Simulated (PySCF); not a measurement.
Property card for `CC1CCCCCC1` (methylcycloheptane)

Species: methylcycloheptane, C8H16.
Geometry (GFN2-xTB, Å), atoms numbered from 1 in this order:
```xyz
24
C8H16 angstrom
C     -2.4897    0.4657    0.4707
C     -1.3279    0.1101   -0.4578
C     -0.7049   -1.2155   -0.0042
C      0.6537   -1.5427   -0.6279
C      1.8285   -1.0083    0.1899
C      1.9989    0.5074    0.1400
C      0.7530    1.2984    0.5375
C     -0.3293    1.2745   -0.5438
H     -2.1240    0.6970    1.4691
H     -3.1881   -0.3654    0.5451
H     -3.0302    1.3321    0.0948
H     -1.7390   -0.0369   -1.4640
H     -1.4130   -2.0109   -0.2501
H     -0.6001   -1.2133    1.0827
H      0.7559   -2.6296   -0.6841
H      0.7023   -1.1598   -1.6483
H      2.7509   -1.4662   -0.1777
H      1.7018   -1.3219    1.2294
H      2.2932    0.8038   -0.8703
H      2.8204    0.7782    0.8089
H      1.0544    2.3364    0.7008
H      0.3592    0.9246    1.4831
H     -0.9016    2.2042   -0.4984
H      0.1641    1.2577   -1.5177
```

GFN2-xTB geometry:

| Quantity | Value |
| --- | --- |
| Point group of the GFN2-xTB geometry | C1 |
| Rotational constants A, B, C of the GFN2-xTB geometry | 3.007, 1.702, 1.264 GHz |

**PBE0/pcSseg-1 ground state and GIAO shieldings, non-relativistic (PySCF)**

| Property | Result |
| --- | --- |
| Dipole moment | 0.09 D |
| HOMO energy | -8.36 eV |
| LUMO energy | 1.43 eV |
| HOMO–LUMO gap | 9.79 eV |
| Lowest Hirshfeld atomic charge | -0.12 e on C1 |
| Highest Hirshfeld atomic charge | +0.04 e on H9, H10, H11, H13, H15, H17, H20, H21 |
| 13C chemical shifts (computed TMS as zero) by class | 38.7 (C3/C8), 36.7 (C5/C6), 34.9 (C2), 26.6 (C4/C7), 25.2 (C1) ppm |
| 1H chemical shifts (computed TMS as zero) by class | 1.80 (H12), 1.76 (H13/H24), 1.55 (H18/H20), 1.52 (H15/H22), 1.51 (H17/H19), 1.39 (H16/H21), 1.25 (H14/H23), 0.92 (H9/H10/H11) ppm |
| Mayer bond orders between heavy atoms | C1–C2 1.04, C2–C3 1.00, C3–C4 1.03, C4–C5 1.04, C5–C6 1.04, C6–C7 1.04, C7–C8 1.02, C8–C2 1.01 |

Monoisotopic mass (most abundant isotopes): 112.1252 u.

With B = h/(8π²I), that is 505.379 GHz u Å² over I, the principal moments of inertia are 168.1, 297.0 and 399.7 u Å² (most abundant isotopes); the inertial defect Ic − Ia − Ib is -65.4 u Å² (zero for a rigid planar frame, negative otherwise). The rotational constants make it an asymmetric top with κ = (2B − A − C)/(A − C) = -0.50, nearer the prolate limit (−1).

One conformer (not necessarily the lowest) at the GFN2-xTB geometry, without solvent or vibrations. NMR classes are plain means over equivalent atoms (diastereotopic ones count apart unless rotation or inversion swaps them), as if these changed places fast; in this geometry the members of some classes differ.
